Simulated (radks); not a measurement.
Numerical settings for neutral tin, [Kr] 4d10 5s2 5p2. All-electron calculation, Dirac Kohn-Sham, PBE, spin-unpolarised, spherical densities, point nucleus; open shells fill j = l - 1/2 first. Program: a radial shooting solver on a logarithmic mesh with Libxc functionals. The defaults (mesh step 0.008 in ln r, mesh end at 40 bohr or more with all orbitals vanishing there, Anderson mixing 0.5 over 9 steps, residual threshold near 1e-9 with the energy settled to 1e-9 hartree or 1e-11 of itself, here a cap of 86 iterations) give E = -6179.0232 hartree and 5p1/2 at -3.831 eV in 14 iterations. Run on one thread of a shared host, so times are rough (Intel(R) Xeon(R) Platinum 8488C): 0.14 s of CPU time, 0.14 s wall, 14 iterations on 2725 mesh points. One setting is changed at a time: mesh step in ln r 0.12; mesh step in ln r 0.08; mesh step in ln r 0.003; mesh end (bohr) 2; mesh end (bohr) 5; residual threshold 1e-16; residual threshold 1e-05; mixing 0.01; linear mixing, mixing 0.2; linear mixing, mixing 0.05; mixing history 2; iteration cap 3. Which runs fail to converge, and which converge to a wrong energy?

Answer. Not converged within the cap: mesh step in ln r 0.12; mesh step in ln r 0.08; residual threshold 1e-16; linear mixing, mixing 0.2; linear mixing, mixing 0.05; iteration cap 3. Settled on a wrong energy, with an occupied level pushed above zero by the early mesh end: mesh end (bohr) 2 (+15.2 hartree). Apart from these: settings that end as converged yet miss the energy by more than 1 mhartree: mesh end (bohr) 5 (+0.148 hartree).
